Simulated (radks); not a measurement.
The numbers below are computed, except where a source is named.
O3+, configuration [He] 2s2 2p1. Level of theory: Dirac Kohn-Sham, exchange-only LDA, spin-unpolarised, spherical densities, point nucleus; open shells fill j = l - 1/2 first (a radial shooting solver on a logarithmic mesh with Libxc functionals).

Normalised radial functions P(r) = r R(r) (large component), r in bohr:

r         1s1/2    2s1/2   2p3/2
0.01143  0.4495   0.1230  0.0025
0.01397  0.5378   0.1471  0.0037
0.01706  0.6407   0.1751  0.0055
0.02083  0.7591   0.2072  0.0080
0.02545  0.8934   0.2436  0.0118
0.03108  1.0431   0.2837  0.0172
0.03796  1.2060   0.3269  0.0249
0.04637  1.3778   0.3715  0.0360
0.05618  1.5445   0.4132  0.0509
0.06862  1.7102   0.4517  0.0724
0.08382  1.8542   0.4798  0.1021
0.1024   1.9596   0.4904  0.1421
0.125    2.0082   0.4749  0.1952
0.1527   1.9829   0.4237  0.2639
0.1865   1.8719   0.3282  0.3497
0.2278   1.6739   0.1822  0.4531
0.2783   1.4021  -0.0144  0.5715
0.3399   1.0853  -0.2524  0.6984
0.4151   0.7639  -0.5108  0.8226
0.5071   0.4795  -0.7567  0.9278
0.6193   0.2620  -0.9491  0.9941
0.7564   0.1211  -1.0481  1.0017
0.9239   0.0456  -1.0291  0.9384
1.128    0.0134  -0.8956  0.8061
1.378    0.0029  -0.6828  0.6242
1.684    0.0004  -0.4477  0.4267
2.056    0.0000  -0.2460  0.2508
2.511    0.0000  -0.1096  0.1228
3.068    0.0000  -0.0380  0.0482

1s1/2: eigenvalue -580.34 eV, 0 radial nodes, <r> = 0.200 bohr, 90 % of the charge inside 0.359 bohr. 2s1/2: eigenvalue -77.390 eV, 1 radial node at r = 0.275 bohr, <r> = 0.984 bohr, 90 % of the charge inside 1.53 bohr. 2p3/2 (empty): eigenvalue -63.287 eV, 0 radial nodes, <r> = 0.923 bohr, 90 % of the charge inside 1.52 bohr.
